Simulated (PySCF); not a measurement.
## CsRb at PBE0

Level: PBE0. Cs def2-SVP with ECP46, Rb def2-SVP with ECP28; scalar-relativistic core potentials (PySCF 2.14).

| Item | Value |
| --- | --- |
| state | ³Π (triplet), unpaired electrons σ ↑, π ↑, a second solution, started from another occupation |
| bond length | 4.507 Å |
| harmonic wavenumber | 46.5 cm⁻¹ |
| force constant | 0.0659 mdyn/Å |
| rotational constant Be | 0.01602 cm⁻¹ |
| anharmonicity ωexe | 0.0537 cm⁻¹ |
| vibration–rotation constant αe | 2.72e-05 cm⁻¹ |
| energy of the minimum from ground-state Cs + Rb | 0.64 eV |
| bond order (Mayer) | 0.90 |
| dipole moment (positive dipole means Cs(−)Rb(+)) | -2.19 D |

Spin–orbit coupling is left out.
